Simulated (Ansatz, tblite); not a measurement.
Cost and result up the ladder for Mg4H14S4 (22 atoms). The state is a singlet with charge 0. Geometry: r2SCAN-D4/def2-SVP.

```xyz
22

Mg    2.027    2.289   -1.424
S     1.925   -0.576   -1.936
Mg    0.653   -0.501    2.270
S     1.509    1.658    1.040
S    -2.633   -2.425    0.814
Mg   -0.319   -1.809   -0.751
Mg   -0.975    2.076    1.518
S    -1.557    0.655   -0.808
H     3.473    3.160   -1.732
H     0.470    1.741   -2.071
H     2.766   -1.642   -2.043
H     1.606   -0.587   -3.249
H     0.600   -1.578    0.770
H     1.270   -1.023    3.789
H     2.223    2.403    1.910
H    -2.165   -2.505    2.080
H    -2.529   -3.754    0.589
H    -0.755   -2.901   -2.007
H    -1.864    3.522    1.700
H    -1.080    0.326    2.115
H    -1.806    1.201   -2.016
H    -2.841    0.271   -0.559
```

Ansatz on 4 threads of Arm Neoverse V2 on a shared host; xTB runs through tblite on one thread. Times are rough, summed over both states, and most runs start from the orbitals of an earlier one. PBE0-D4/def2-SVP serves as the yardstick here, not as an exact answer. The other state is a doublet.

The xTB rows come from tblite. HOMO above LUMO, or a gap near zero within one spin, warns that the state may not be the lowest or that an electron is smeared out.

Raw xTB energies of ions are shifted by several eV.

| level | functions | wall time | vertical IE (eV) | difference from PBE0-D4/def2-SVP (eV) | remarks |
| --- | --- | --- | --- | --- | --- |
| GFN1-xTB | 80 | 0.039 s | 12.52 | 4.34 | – |
| GFN2-xTB | 86 | 0.053 s | 11.79 | 3.61 | – |
| PBE-D4/def2-SVP | 214 | 15 s | 7.56 | -0.62 | gap within one spin near zero (+1 doublet) |
| PBE0-D4/def2-SVP | 214 | 28 s | 8.19 | 0.00 | – |
